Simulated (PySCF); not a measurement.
**Computed structure and properties of Tl2Br2**

System: Tl2Br2 (singlet); start: template (D2h). Method: PySCF 2.14.0, RKS PBE, Tl def2-SVP with ECP60, Br def2-SVP; non-relativistic Hamiltonian with scalar-relativistic core potentials where named; density fitting; no spin-orbit coupling.

Input of the relaxation:

```python
mol = gto.M(atom='''
Tl     0.00000    -0.00000     2.35600
Tl    -0.00000     0.00000    -2.35600
Br     2.01480    -0.00000    -0.00000
Br    -2.01480     0.00000     0.00000''',
    basis={'Tl': 'def2-SVP', 'Br': 'def2-SVP'},
    ecp={'Tl': 'def2-SVP'},
    charge=0, spin=0)
mf = dft.RKS(mol, xc='PBE')
mf.grids.atom_grid = (50, 194)
mf = mf.density_fit()  # fitting sets: Tl def2-universal-JKFIT, Br def2-universal-JKFIT
mf.conv_tol = 1e-08; mf.max_cycle = 55
mf.kernel(dm0)  # dm0: converged density of the start geometry
# quasi-Newton relaxation in Cartesian coordinates to a largest gradient under 0.00045 Eh/bohr, steps kept in the point group
```

Run from Python with OMP_NUM_THREADS=2; the lines above give its settings. Where DIIS fails, smearing, a level shift and second-order steps follow.
It took 32 s on 2 threads of AMD EPYC 7B13 (Zen 3), on a shared host, from the converged density of the start.

Course of the relaxation:

```csv
step,energy above end (eV),largest force component within the symmetry (eV/Å)
0,0.2243,0.875
1,0.1045,0.642
2,0.0020,0.073
3,0.0005,0.028
4,0.0001,0.010
5,0.0000,0.003
```

Relaxed geometry (D2h):

```xyz
4

Tl    0.0000    0.0000    2.1108
Tl    0.0000    0.0000   -2.1108
Br    2.0629    0.0000    0.0000
Br   -2.0629    0.0000    0.0000
```

| contact | Å |
| --- | --- |
| Tl1–Br3 (Br) | 2.951 |
| Tl1–Br4 (Br) | 2.951 |

On the finer grid (75, 302):

```yaml
HOMO: -5.84 eV
LUMO: -2.26 eV
Dipole_about_the_centre_of_mass: 0.00 D
Set_of_Mulliken_populations_of_Tl1_outside_the_core_potential: s 3.96, p 6.58, d 10.05
D3_BJ_dispersion_energy_not_in_the_energies: -0.169 eV
```

```
atom  Mulliken (e)  Löwdin (e)  spin (e)
 Tl1          0.40        0.13      0.00
 Tl2          0.40        0.13      0.00
 Br3         -0.40       -0.13      0.00
 Br4         -0.40       -0.13      0.00
```

On the grid (50, 194), as all that follows. Harmonic modes: a minimum within the noise of the softest modes; lowest 46 cm⁻¹ (negative: unstable), highest 130 cm⁻¹, zero-point energy 0.035 eV.

Taking off one Br (charge -1, singlet; the rest: singlet) in vacuum, both parts rigid, costs 6.74 eV; the small basis without counterpoise inflates it. Most of it is the attraction of opposite charges; other ways to part are cheaper, and one spin state was tried for the rest.

Rigid scan of Br along the line from its metal:

```
distance to Br3 (Å)  energy (eV)
               2.65        0.217
               2.75        0.082
               2.85        0.017
               2.95        0.000
               3.05        0.015
               3.15        0.059
               3.35        0.185
               3.65        0.411
               4.05        0.734
               4.55        1.188
```

One start shape was tried, so this needn't be the lowest isomer.
